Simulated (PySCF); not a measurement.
# IrH₃: from structure and modes to constants

All numbers come from PBE0 in PySCF with Ir x2c-TZVPall, H x2c-TZVPall; spin-free X2C, no spin–orbit coupling; density-fitted integrals.

The singlet minimum has C3v symmetry. Masses (u): Ir 192.96292, H 1.00782.

```xyz
4
charge 0 multiplicity 1, angstrom
Ir    0.0000    0.0000   -0.0124
H     1.2997    0.0000    0.7900
H    -0.6498    1.1256    0.7900
H    -0.6498   -1.1255    0.7900
```

Harmonic wavenumbers (cm⁻¹): 720.4 (a1, ×1), 746.3 (e, ×2), 2459.8 (e, ×2), 2504.5 (a1, ×1).

Task: Find the principal moments of inertia and the rotational constants. What kind of rotor is it?

Result: About the centre of mass I = 4.4699, 4.4699, 5.1071 u Å². With B = 16.8576/I this gives 3.771, 3.771, 3.301 cm⁻¹. The molecule is an oblate symmetric top.

Task: What is the harmonic zero-point energy?

Result: Half the sum of all 6 wavenumbers, 9637/2 = 4819 cm⁻¹, which is 57.6 kJ/mol (1 cm⁻¹ = 0.0119627 kJ/mol).

Task: Find the vibrational entropy and heat capacity at 298.15 K.

Result: With u = 1.43878 ω/T, each mode gives S = R[u/(eᵘ−1) − ln(1−e⁻ᵘ)] and C = R u² eᵘ/(eᵘ−1)².
| ω (cm⁻¹) | u | S (J/(mol K)) | C (J/(mol K)) |
| --- | --- | --- | --- |
| 720.4 | 3.476 | 1.18 | 3.31 |
| 746.3 (×2) | 3.602 | 1.07 | 3.11 |
| 2459.8 (×2) | 11.870 | 0.00 | 0.01 |
| 2504.5 | 12.086 | 0.00 | 0.01 |
The sums over all modes are S = 3.3 and C = 9.6 J/(mol K); the softest mode gives 36 % of the entropy (each member, where degenerate).

Only a few start shapes were tried, so a lower isomer may exist. Spin–orbit coupling, left out here, can matter for elements this heavy.
